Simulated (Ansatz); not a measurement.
Born–Oppenheimer molecular dynamics of GeH$_{4}$ (5 atoms, charge 0, multiplicity 1). It starts at the highest image of a converged band, a first-order saddle point between two minima.

Method: RKS PBE-D4/def2-SVPD (Ansatz 0.2.0).

```json
{"ensemble": "NVE (velocity Verlet)", "time step": "0.5 fs", "steps asked": "200", "starting velocities drawn for": "100 K", "seed": "10641"}
```

First frame:

```xyz
5
Properties=species:S:1:pos:R:3
Ge 0.263 0.000 -0.499
H 0.559 0.000 1.205
H 1.560 0.000 0.407
H -0.553 1.265 -0.104
H -0.553 -1.265 -0.105
```

(1) How far do the bonds stretch over the last three quarters of this one trajectory? (Pairs bonded in most of those frames.)

Answers

(1) 
```
  bond  mean (Å)  spread (Å)  shortest  longest
Ge1–H4     1.616       0.013      1.59     1.64
Ge1–H5     1.618       0.016      1.59     1.64
 H2–H3     0.781       0.025      0.74     0.84
```

Mean temperature of the second half: 205 K. The conserved energy stayed within 0.079 meV per atom of its start (net change -0.061 meV per atom), so the integration is sound. The kinetic energy rose, since the run started high on the potential surface and went downhill. It ends in pieces (GeH2 + H2), so much of that is their flight and rotation, not heat. A run of 0.1 ps of so small a system gives no equilibrium averages. The orbitals stay closed-shell, which can raise the energy where a bond breaks towards radicals; this wasn't checked here.

Time of the run: 4.1 min on 1 thread of Arm Neoverse V1, with other jobs on the host, peak memory 0.11 GiB.
